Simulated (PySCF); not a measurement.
1-chlorobuta-1,2-diene (C4H5Cl), SMILES CC=C=CCl.

Geometry optimised at B3LYP-D3(BJ)/def2-SVP.

All values below come from HF/def2-TZVP in PySCF.

The molecule is in vacuum.

Estimate the frontier levels, gap, dipole moment and polarisability. (Estimate from the structure and the level; the computed values follow.)


The highest occupied level is -9.88 eV and the lowest empty level is 3.40 eV. The orbital gap is 13.29 eV and the dipole moment is 2.44 D. The quadrupole, principal values (traceless, Buckingham form, about the centre of nuclear charge) is -2.56, -1.84, 4.40 D·Å and the mean static polarisability is 63.8 bohr³ (9.45 Å³). The polarisability, principal values is 42.3, 46.7, 102.3 bohr³.
